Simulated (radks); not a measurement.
Results of a calculation; reference values are marked as such.
All-electron atom: Tl XXXIV in [Kr] 4d10 4f2 (the NIST ground configuration).

Code: a radial shooting solver on a logarithmic mesh with Libxc functionals. Model: Dirac Kohn-Sham, PBE, spin-unpolarised, spherical densities, point nucleus; open shells are shared between the two j in proportion to 2j + 1.

Energy parts (eV):
part                       energy
total                  -536493.23
kinetic                 624428.57
electron-nucleus      -1294355.62
Hartree                 142448.49
exchange-correlation     -9014.68

Orbitals (lengths in bohr, moments of r in powers of bohr; <r^-3> diverges for s and p1/2):
orbital      occ.  eigenvalue (eV)  <r^-3>
1s1/2           2        -86736.89       -
2s1/2           2        -16459.28       -
2p1/2           2        -15845.21       -
2p3/2           4        -13780.26   22380
3s1/2           2        -4877.598       -
3p1/2           2        -4603.558       -
3p3/2           4        -4140.159    5319
3d3/2           4        -3691.578   928.4
3d5/2           6        -3592.747   762.8
4s1/2           2        -1951.056       -
4p1/2           2        -1831.926       -
4p3/2           4        -1700.123    1544
4d3/2           4        -1507.514   258.5
4d5/2           6        -1480.702   209.8
4f5/2    0.857143        -1243.213   52.76
4f7/2     1.14286        -1235.912   50.49
5s1/2           0        -1026.222       -
5p1/2           0        -972.7309       -
5p3/2           0        -923.8274   584.8

The highest occupied level is 4f7/2 at -1235.9 eV. Summed over all electrons, <r^2> = 4.056 bohr^2, which gives a Langevin (diamagnetic) susceptibility term of -3.21 x 10^-6 cm^3/mol. The density falls to 0.001 e/bohr^3 at r = 1.12 bohr.
